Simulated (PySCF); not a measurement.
# Assignment exercise: C7H6N2

Atoms are numbered as in `[N:1]#[C:2][c:3]1[cH:4][cH:5][c:6]([NH2:7])[cH:8][cH:9]1`; H(Xn) means a hydrogen on atom n.

PySCF calculation with PBE0/pcSseg-1 with gauge-including orbitals and geometry from GFN2-xTB; isolated molecule, single conformer, no relativistic terms, rapidly exchanging positions averaged.

δ = σ(ref) − σ, references computed at the same level: TMS for $^{13}$C and $^{1}$H.

(1) Assign these signals to the numbered atoms. $^{13}$C{$^{1}$H} NMR (computed): δ 154.2 (C), 141.9 (CH), 125.0 (C), 116.5 (CH), 104.6 (C).

(2) Assign these signals to the numbered atoms. $^{1}$H NMR (300 MHz, computed): δ 7.74 (d, 2H), 6.70 (d, 2H), 3.78 (br s, 2H).

Answers

(1) 
| δ (ppm) | atoms | environment | reason |
| --- | --- | --- | --- |
| 154.2 | C6 | aromatic carbon bearing nitrogen | the electronegative substituent deshields the carbon that carries it |
| 141.9 | C4/C9 | aromatic CH | – |
| 125.0 | C2 | nitrile carbon | this is the usual window of a C≡N carbon, which has no attached hydrogen |
| 116.5 | C5/C8 | aromatic CH | resonance donation from the substituent shields this position |
| 104.6 | C3 | substituted aromatic carbon | – |

(2) 
7.74 → H(C4)/H(C9), hydrogen on an aromatic CH: ring-current deshielding
6.70 → H(C5)/H(C8), hydrogen on an aromatic CH
3.78 → H(N7), hydrogen on an aniline-type nitrogen: exchangeable; this is the value without hydrogen bonding to other molecules

OH and NH positions are those of a molecule without intermolecular hydrogen bonds; in solution they move with solvent, concentration and temperature, and exchange usually removes their couplings. Shifts are as computed. Against solution values, carbons near 30 ppm lie about +3 ppm off and those near 130 ppm about +5 ppm (rms about the fit 2.1 ppm; single classes can miss by 10 ppm). Of 1328 compounds with measured shifts, 309 miss one by over three times the rms of a fit or turn the order of signals round; such compounds aren't used in these exercises. Signals without a measured value on file couldn't be tested in this way; 1H shifts scatter by 0.2 ppm about their fit, and single ones miss by 0.5 ppm. No couplings were computed; multiplicities are counted from neighbouring protons, with m where these are inequivalent, close in shift, in a saturated or five-membered ring or joined by F or P, and br s for small geminal =CH2 splittings.
